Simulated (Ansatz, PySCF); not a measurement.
Species: Cs$_{2}$, net charge 0, singlet state. SMILES: [Cs][Cs]
Structure (B3LYP-D3(BJ)/def2-TZVP (Ansatz, a first-principles code) minimum search):
```xyz
2

Cs     0.0000     0.0000    -2.3693
Cs     0.0000     0.0000     2.3693
```
Charge 0, spin multiplicity 1.

Property: vertical ionisation energy (to the doublet state of charge +1; each state is the SCF solution reached for its spin; for the singlet the Hartree-Fock reference is unstable and T1 is 0.026), in eV. Cores are frozen in the correlated levels unless marked. Open shells are spin-unrestricted. No spin-orbit coupling. Frozen are the shells of the preceding noble gas and the d and f shells that filled before the atom's block. The outer core of K, Ca and their heavier congeners is not correlated, a term that matters for these elements. In def2 rows, elements after Kr have scalar-relativistic effective core potentials. CBS marks a two-point X^-3 extrapolation of the correlation energy; Hartree-Fock from the larger set.

```csv
level,program,vertical ionisation energy (eV)
SVWN5/def2-TZVPD,Ansatz,3.92
PBE/def2-TZVPD,Ansatz,3.74
r2SCAN/def2-TZVPD,Ansatz,3.38
BHLYP/def2-TZVPD,Ansatz,3.52
CAM-B3LYP/def2-TZVPD,Ansatz,3.59
wB97M-V/def2-TZVPD,Ansatz,3.63
CCSD/def2-QZVPPD,Ansatz,3.35
"CCSD/CBS(def2-TZVPPD,def2-QZVPPD)",Ansatz,3.36
CCSD(T)/def2-SVPD,Ansatz,3.36
```

For comparison, minus the highest occupied orbital energy (PySCF): 2.41 eV at BP86/def2-TZVPD, 2.29 eV at TPSSh/def2-TZVPD, 3.09 eV at HF/def2-TZVPD.
